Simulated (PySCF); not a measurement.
Computed IR spectrum (relative IR intensity) of a molecule C₃H₄F₂O₂. Geometry: PBE0-D3(BJ)/def2-SVP. The values are those of a single conformer. All values below come from PBE0-D3(BJ)/def2-SVP in PySCF. No scaling factor is applied to the harmonic values.

Lines under 2 % of the strongest are left out, and lines within 2 cm⁻¹ are merged.

| ν (cm⁻¹) | relative intensity |
|---|---|
| 242 | 3.5 |
| 442 | 2.4 |
| 524 | 2.5 |
| 870 | 9.9 |
| 967 | 16 |
| 1034 | 19 |
| 1099 | 23 |
| 1148 | 11 |
| 1199 | 5.7 |
| 1228 | 69 |
| 1257 | 100 |
| 1281 | 31 |
| 1309 | 53 |
| 1395 | 31 |
| 1447 | 12 |
| 1478 | 3.5 |
| 3003 | 27 |
| 3044 | 9.5 |
| 3161 | 7.2 |

Problem. Pick the molecule that these values belong to.
(A) FC(F)C1OCO1
(B) FC1(F)COCO1
(C) COC(F)(F)C=O
(D) CC(F)(F)C(=O)O

Solution. B, FC1(F)COCO1
